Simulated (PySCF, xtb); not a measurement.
ZnBr, SMILES [Zn][Br] (connectivity only; charge and spin as stated), neutral, multiplicity 2.

Harmonic wavenumbers (cm⁻¹) from GFN2-xTB (xtb) at its own minimum, in rising order: 179.

**Question.** What does PBE0-D3(BJ)/def2-TZVP (PySCF 2.14.0) give at its own minimum? (An estimate is asked for; the answer gives what the named calculation found.)

**Answer.** 270. Paired by order, the mean absolute difference is 91 cm⁻¹ and the zero-point energies are 0.3 and 0.4 kcal/mol.
